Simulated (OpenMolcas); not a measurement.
What dynamic correlation does to the levels of Co³⁺

```
Program             : OpenMolcas
Basis               : ANO-R3 [8s5p5d3f2g1h]
Scalar Hamiltonian  : X2C, finite nucleus
Active space        : 6 electrons in 5 orbitals (3d)
State averaging     : 2S+1 = 5 even, 5 roots; 2S+1 = 3 even, 45 roots; 2S+1 = 1 even, 50 roots
Spin-orbit coupling : state interaction with AMFI integrals over the reference wave functions, term energies averaged over their components
```

Methods on the same reference wave functions:
A. CASSCF
B. SS-CASPT2, IPEA 0.25 Eh, imaginary shift 0.1 Eh (closed shells correlated: 3s 3p)
C. MS-CASPT2, IPEA 0.25 Eh, imaginary shift 0.1 Eh (closed shells correlated: 3s 3p)
D. XMS-CASPT2, IPEA 0.25 Eh, imaginary shift 0.1 Eh (closed shells correlated: 3s 3p)

Energies in cm-1 above 3d6 5D4, the measured ground level; measured values from Sugar and Corliss, J. Phys. Chem. Ref. Data 10, 1097 (1981).

```tsv
Level	A	B	C	D	Measured
3d6 5D4	0.0	0.0	0.0	0.0	0.0
3d6 5D3	622	626	626	625	639
3d6 5D2	1060	1059	1060	1059	1078
3d6 5D1	1343	1337	1337	1337	
3d6 5D0	1481	1472	1473	1474	1494
3d6 3H6	26196	23680	23680	24650	23680
3d6 3H5	26515	23980	23980	24950	24032
3d6 3H4	26750	24180	24180	25150	24272
3d6 3P2(1)	28615	22560	22560	23470	22883
3d6 3F4(1)	29972	25280	25280	26240	25396
3d6 3F3(1)	30324	25590	25590	26560	25736
3d6 3P1(1)	30438	24390	24380	25300	24729
3d6 3F2(1)	30587	25820	25830	26790	25969
3d6 3P0(1)	31189	25130	25130	26040	25449
3d6 3G5	33057	29040	29040	29990	29022
3d6 3G4	33646	29590	29590	30540	29592
3d6 3G3	33900	29830	29840	30780	29868
3d6 1I6	39474	36030	36030	36930	35943
3d6 1G4(1)	41697	37000	37000	37580	36683
3d6 3D1	42726	36390	36390	37350	
3d6 3D2	42757	36390	36390	37350	
3d6 3D3	42933	36590	36590	37560	36554
3d6 1S0(1)	48421	41460	41420	42120	41442
3d6 1D2(1)	51766	42920	42920	43200	42342
```

Deviations, from unrounded energies. A percentage is the sum of absolute deviations over the sum of measured energies, with the sign that they share, or ± where signs differ.

| Against measurement | Levels | A | B | C | D |
| --- | --- | --- | --- | --- | --- |
| mean absolute deviation (cm-1) | 20 | 4100 | 130 | 130 | 720 |
| fine structure of the ground term (%) | 3 | -1.5 | -1.6 | -1.6 | -1.6 |
| other terms of the ground configuration (%) | 17 | +16.3 | ±0.5 | ±0.5 | +2.8 |

B, C lie about equally close to measurement and A furthest from it. The largest miss of B in the table is 3d6 1D2(1), by +580 cm-1. The ranking rests on the paired levels alone, and a cruder setting can come out closer through cancelling errors.

Among B to D the level of the table that moves most is 3d6 3H6, by 980 cm-1 (lowest in B, highest in D). Moves below CASPT2's spread within the term are not significant.

The mean deviations of B to D differ by less than CASPT2's widest spread within a term (1800 cm-1), so their order carries little weight.

From A to B the spin-free energies of the other terms of 3d6 shown, above 5D, scale by factors of 0.79 to 0.91, as is usual when dynamic correlation screens the repulsion within a d or f shell.

The lowest spin-free term lies below A's lowest term by 0.562 hartree in B, 0.562 hartree in C, 0.568 hartree in D.

Term energies are means over components that CASPT2 splits; among the terms shown or strongly mixed into the levels shown the widest spread is 1800 cm-1 (3d6 1I, D). The CASPT2 spread within a term exceeds the gap to the next term for 3d6 1I and 3d6 3D, 3d6 3D and 3d6 1G(1), so the order of their levels is uncertain (figures for C; the like holds for D). Without dynamic correlation excited terms often stand tens of per cent too high (terms of higher spin than the ground term too low), and those without a measured partner can miss by more than the paired ones (holds for A). Measured partners are found by configuration, term and J. A level has none where our copy of the source lacks it or the pairing is in doubt (some pairs that miss far off the trend of their configuration count as doubtful), and it then counts in no deviation. Levels of configurations outside the active space are missing. Levels that lie high or do not pair safely by name in every column are left out.

A number in round brackets counts repeated terms of one configuration in the order of the reference energies.
